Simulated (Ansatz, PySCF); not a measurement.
Constitutional and geometric isomers with formula C2H3B. Gas-phase values, no solvent. Strings in code marks are SMILES.

Quantity: vertical ionisation energy (energy after one electron is removed minus that of the parent at the parent's geometry), in eV.

Level 1: frozen-core MP2/cc-pVQZ // PBE0-D3(BJ)/def2-TZVP (Ansatz, a first-principles code)
Level 2: PBE/6-31G* // PBE0-D3(BJ)/def2-TZVP (PySCF)
Level 3: minus the HOMO energy of PBE0-D3(BJ)/def2-TZVP (PySCF)
Level 4: minus the HOMO energy of SVWN5/6-31G* // PBE0-D3(BJ)/def2-TZVP (PySCF)

| species | level 1 | level 2 | level 3 | level 4 |
|---|---|---|---|---|
| `B1C=C1` | 10.72 | 10.40 | 8.02 | 6.50 |
| `BC#C` | 11.17 | 10.20 | 8.09 | 6.66 |
